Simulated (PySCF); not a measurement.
The electron affinity along the 4p block

All values are computed (PySCF 2.14, energy differences of UHF-based or UKS calculations, no spin-orbit coupling). Values in eV. The last column holds reference values (measured affinities from photodetachment; the arrow runs from anion to atom). Unmarked ones compare directly (S terms, centres of terms, or small fine structure); those marked * lie between the lowest fine-structure levels and include a spin-orbit shift.

```csv
element,configurations,UHF,SCS-MP2 (valence),CCSD (valence),PBE,PBE0,r2SCAN,reference
"Ga (aug-cc-pVDZ-DK, spin-free X2C)",[Ar] 3d10 4s2 4p2 → [Ar] 3d10 4s2 4p1,-0.062,0.114,0.237,0.477,0.415,0.497,0.301 *
"Ge (aug-cc-pVDZ-DK, spin-free X2C)",[Ar] 3d10 4s2 4p3 → [Ar] 3d10 4s2 4p2,0.846,1.084,1.210,1.408,1.379,1.492,1.233 *
"As (aug-cc-pVDZ-DK, spin-free X2C)",[Ar] 3d10 4s2 4p4 → [Ar] 3d10 4s2 4p3,-0.339,0.279,0.310,0.804,0.714,0.763,0.804 *
"Se (aug-cc-pVDZ-DK, spin-free X2C)",[Ar] 3d10 4s2 4p5 → [Ar] 3d10 4s2 4p4,0.957,1.700,1.694,2.102,2.029,2.073,2.021 *
"Br (aug-cc-pVDZ-DK, spin-free X2C)",[Kr] → [Ar] 3d10 4s2 4p5,2.440,3.259,3.224,3.509,3.472,3.533,3.364 *
```

The highest occupied level of the anion is positive for Ga⁻ at PBE, PBE0, r2SCAN; Ge⁻ at PBE, PBE0, r2SCAN; As⁻ at PBE, PBE0, r2SCAN; Se⁻ at PBE, PBE0, r2SCAN; Br⁻ at PBE, so there the basis helps to hold the electron.

"Valence" correlates the outer s and p shells and, in groups 3 to 12 and the f block, the outer d or f shell, open or full, or the next shell where the ion has no valence electron left; the wider scheme adds the next inner shell.
